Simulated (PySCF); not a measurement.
B(Cl)(Me)(NMe2) (C3H9BClN), SMILES CB(Cl)N(C)C. Atoms are numbered in the order given.

```xyz
15

B      0.4391     0.3327     0.0000
Cl    -0.5864     1.8173     0.0000
C      2.0078     0.5254     0.0000
H      2.4705     0.0551     0.8852
H      2.4705     0.0551    -0.8852
H      2.2898     1.5871     0.0000
N     -0.1919    -0.9204     0.0000
C     -1.6285    -1.1407     0.0000
C      0.5613    -2.1633     0.0000
H     -1.9347    -1.7186     0.8910
H     -1.9347    -1.7186    -0.8910
H     -2.1639    -0.1855     0.0000
H      0.3176    -2.7718    -0.8902
H      0.3176    -2.7718     0.8902
H      1.6404    -1.9746     0.0000
```

Coordinates come from a B3LYP-D3(BJ)/def2-SVP optimisation. Other conformers were not sampled.

The numbers are results of HF/pcSseg-1 in PySCF, not measurements.

GIAO shieldings, no solvent; atoms listed in one row are averaged. δ = σ(ref) − σ: ¹¹B against BF3 (σ = 102.7 ppm); ³⁵Cl against HCl (σ = 958.2 ppm); ¹³C against TMS (σ = 192.6 ppm); ¹H against TMS (σ = 31.99 ppm); ¹⁵N against NH3 (σ = 267.3 ppm), references at their B3LYP-D3(BJ)/def2-TZVP geometries, non-relativistic (without spin–orbit terms, shifts of atoms bonded to Cl or Br come out too high).

```json
[
 {"nucleus": "¹¹B", "atoms": "B1", "count": "1", "δ (ppm)": "30.8"},
 {"nucleus": "³⁵Cl", "atoms": "Cl2", "count": "1", "δ (ppm)": "71.8"},
 {"nucleus": "¹³C", "atoms": "C8, C9", "count": "2", "δ (ppm)": "38.5"},
 {"nucleus": "¹³C", "atoms": "C3", "count": "1", "δ (ppm)": "8.1"},
 {"nucleus": "¹H", "atoms": "H10, H11, H12", "count": "3", "δ (ppm)": "3.10"},
 {"nucleus": "¹H", "atoms": "H13, H14, H15", "count": "3", "δ (ppm)": "2.88"},
 {"nucleus": "¹H", "atoms": "H4, H5, H6", "count": "3", "δ (ppm)": "1.01"},
 {"nucleus": "¹⁵N", "atoms": "N7", "count": "1", "δ (ppm)": "92.7"}
]
```
